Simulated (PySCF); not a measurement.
A structure optimised at B3LYP-D3(BJ)/def2-SVP, used in a PySCF frequency run:

```
N
C 1 1.5031
H 2 1.0967 1 108.95
H 2 1.0967 3 109.99 1 -119.35
H 2 1.0967 3 109.99 4 -121.29
C 1 1.5031 2 109.47 3 -180.00
H 6 1.0967 1 108.95 2 180.00
H 6 1.0967 7 109.99 1 119.35
H 6 1.0967 7 109.99 8 121.29
C 1 1.5031 2 109.47 3 60.00
H 10 1.0967 1 108.95 2 60.00
H 10 1.0967 11 109.99 1 -119.35
H 10 1.0967 11 109.99 12 -121.29
C 1 1.5031 2 109.47 3 -60.00
H 14 1.0967 1 108.95 2 60.00
H 14 1.0967 15 109.99 1 -119.35
H 14 1.0967 15 109.99 16 -121.29
```
Charge +1, spin multiplicity 1.

**Question.** Write its SMILES, formula and point group.

**Answer.** C[N+](C)(C)C, C₄H₁₂N, Td

**Question.** What are its rotational constants (standard atomic weights)?

**Answer.** 4.6398, 4.6398, 4.6398 GHz
